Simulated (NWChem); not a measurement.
System: BaBrF; SMILES [F][Ba][Br]

```xyz
3

Ba    -0.3040    -0.8875     0.0000
F      1.3309    -2.3955     0.0000
Br     0.1442     2.0360     0.0000
```
Atoms are numbered in this order, from 1.

All runs use the structure optimised with PBE0/def2-SVP. def2 effective core potentials on Ba; no spin-orbit coupling.

Symmetry labels are those of Cs in the frame above (b1 and b2, or b-type labels, depend on it).

Problem. List the 4 lowest vertical singlet excitations from LDA (Slater exchange, VWN5)/def2-SVPD with def2 effective core potentials on Ba, full TDDFT (NWChem).

Solution. 
| state | energy (eV) | oscillator strength | symmetry | leading excitation (squared amplitude) |
|---|---|---|---|---|
| S1 | 3.51 | 0.007 | a' | HOMO → LUMO (1.00) |
| S2 | 3.59 | 0.011 | a" | HOMO−1 → LUMO (1.00) |
| S3 | 3.91 | 0.017 | a' | HOMO−2 → LUMO (0.99) |
| S4 | 4.35 | 0.001 | a" | HOMO → LUMO+1 (1.00) |
